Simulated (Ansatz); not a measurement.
CH₅BN₂, SMILES `NC1BN1`, relaxed with RKS PBE0-D4/def2-TZVP in the Gaussian-basis code of Ansatz from a PBE-D4/def2-SVP geometry. The force threshold is 0.005 eV/Å; the program also tests the step.

Charge 0, multiplicity 1.

Start:

```xyz
9

N    -0.911    0.939    0.441
C    -0.169    0.041   -0.402
B     1.315   -0.379   -0.058
N     0.292   -1.233    0.200
H    -0.446    1.849    0.532
H    -1.856    1.117    0.084
H    -0.563   -0.073   -1.436
H     2.503   -0.205    0.046
H    -0.164   -2.056    0.593
```

Q: By how much does the energy fall, and how many steps does the optimiser take? (Estimate.)

A: Computed: 4.20 kJ/mol, in 7 steps, 1 of them rejected.

Q: Which bonds change most? (An estimate is asked.)

A: Ansatz gave: B3–H8 from 1.205 to 1.184 Å; C2–H7 from 1.112 to 1.092 Å; C2–B3 from 1.580 to 1.561 Å; N4–H9 from 1.020 to 1.004 Å.

Q: Give the relaxed structure. (Estimate.)

A: Ansatz gave: 
```xyz
9

N    -0.892    0.940    0.431
C    -0.158    0.042   -0.409
B     1.303   -0.381   -0.056
N     0.287   -1.223    0.186
H    -0.450    1.845    0.507
H    -1.844    1.073    0.120
H    -0.545   -0.064   -1.424
H     2.470   -0.212    0.056
H    -0.170   -2.020    0.589
```
